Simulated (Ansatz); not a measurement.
Consider the isomerisation: `Br[SiH]1NCO1` → `N=C(Br)[SiH2]O`.

Isolated molecules relaxed with PBE0-D4/def2-TZVP in Ansatz; ΔE leaves out vibrations. CBS: MP2 limit from def2 TZ/QZ plus the TZ coupled-cluster correction, frozen cores. DFT in def2-TZVPP. B3LYP here is the variant with VWN-RPA as its local correlation; programs differ in this. HSE06 is defined as in plane-wave codes. For Br outer-core shells are correlated without core-valence functions, which leaves a few kJ/mol of doubt a bond. Scalar relativity is left out up to krypton. Each species was taken in one conformer, which may not be the lowest.

`Br[SiH]1NCO1`:

Cartesian coordinates in Å:
```
Br 0.104 2.775 0.719
Si -0.549 0.657 0.691
N -0.523 -0.153 -0.816
C 0.612 -0.930 -0.307
O 0.624 -0.458 1.052
H -1.758 0.621 1.533
H -0.500 0.200 -1.757
H 1.562 -0.704 -0.803
H 0.429 -2.008 -0.312
```

`N=C(Br)[SiH2]O`:

```xyz
9

N     0.088   -1.579    1.228
C     0.654   -0.578    0.745
Br    2.507   -0.250    1.203
Si    0.010    0.770   -0.408
O    -1.554    0.415   -0.772
H    -0.884   -1.623    0.912
H     0.054    2.053    0.323
H     0.869    0.789   -1.617
H    -1.745    0.002   -1.615
```

Problem. Is it downhill or uphill in electronic energy at CCSD(T)/CBS, and by how much? (Best estimate.)

Solution. The calculation gave: Uphill: ΔE = +145.9 kJ/mol.

Problem. What do these levels give: r2SCAN0-D4, CAM-B3LYP-D4, B2PLYP, PBE, r2SCAN, B3LYP, r2SCAN0, HSE06, MP2/def2-TZVPP, SCS-MP2/def2-TZVPP, CCSD/def2-TZVPP, MP2/def2-QZVPP? (Best estimate.)

Solution. The calculation gave: r2SCAN0-D4 159.4, CAM-B3LYP-D4 145.6, B2PLYP 136.6, PBE 132.6, r2SCAN 142.9, B3LYP 129.7, r2SCAN0 159.5, HSE06 154.6, MP2/def2-TZVPP 149.5, SCS-MP2/def2-TZVPP 143.9, CCSD/def2-TZVPP 146.7, MP2/def2-QZVPP 152.9 kJ/mol.

Problem. What do rigid-rotor, harmonic-oscillator terms from PBE0-D4/def2-TZVP frequencies (298.15 K, 1 bar) make of the CCSD(T)/CBS value? (Best estimate.)

Solution. The calculation gave: ΔZPE = -17.2 kJ/mol, ΔH = +132.3 kJ/mol, ΔS = 29 J/(mol·K), ΔG = +123.7 kJ/mol.

Largest T1 diagnostic among the species: 0.012.

In def2-TZVPP, CCSD(T) changes the Hartree–Fock value by −15.4 kJ/mol (the triples alone add −6.1 kJ/mol) and MP2 by −6.5 kJ/mol. From BLYP to BHLYP (50 % exact exchange), in def2-TZVPP and without D4, ΔE moves by +43.5 kJ/mol. At CCSD(T), def2-SVP lies −12.0 kJ/mol from the extrapolated value and def2-TZVPP −5.4 kJ/mol.
